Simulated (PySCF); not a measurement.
Run record: geometry optimisation, `C[O+](CF)[AlH2-][Cl]`.

Computed with PBE0-D3(BJ)/def2-SVP geometry optimisation, gas phase (PySCF 2.14.0). Start geometry: GFN2-xTB. The input is one job of a driver script: a line of settings, then coordinates in Å.

Command:
```bash
OMP_NUM_THREADS=1 python probes_run.py task.json out
```

Input:
```
{"job": {"xc": "PBE0", "basis": "def2-SVP", "d3": "d3bj", "grid": 1, "shake": 0.01, "kind": "geom"}, "charge": 0, "multiplicity": 1}
C     -0.005650     1.524250    -0.095330
O     -0.029740     0.123230    -0.017410
C     -1.291350    -0.460530    -0.079630
F     -1.980540    -0.073100     0.998370
Al     1.368720    -1.216490     0.111080
Cl     3.084200    -0.109880     0.170820
H     -0.455970     1.869340    -1.046770
H     -0.568180     1.984910     0.730290
H      1.014700     1.863710    -0.028840
H     -1.124400    -1.544320    -0.006930
H     -1.842140    -0.163330    -0.959310
H      0.990750    -1.934130    -1.203050
H      0.845430    -1.880560     1.416390
```

What does the run print?

```
step   0  E = -957.22828403  max force = 0.028491
step   1  E = -957.23741518  max force = 0.005665
step   2  E = -957.23790142  max force = 0.002810
step   3  E = -957.23792781  max force = 0.001894
step   4  E = -957.23802815  max force = 0.001783
step   5  E = -957.23806574  max force = 0.000277
step   6  E = -957.23808462  max force = 0.000923
step   7  E = -957.23809760  max force = 0.001142
step   8  E = -957.23811721  max force = 0.000577
step   9  E = -957.23813077  max force = 0.000239
optimisation converged
```

Energies in Eh; «max force» is the largest Cartesian gradient component in Eh/bohr.

Give the first gradient maximum in eV/Å.

With 1 Eh/bohr = 51.422 eV/Å, 1.465 eV/Å.

How much energy does the optimisation release, in kcal/mol?

E(step 0) − E(last step) = 0.009847 Eh, which is 6.2 kcal/mol.

Summary of the converged run: final energy -957.23813 Eh after 9 steps; dipole 4.94 D.

Hardware: one thread of an Arm Neoverse V2 (shared host). Cost: 62 s wall, 0.50 GiB resident at most.
Labels such as C1 count atoms from 1, the log's own numbers from 0.
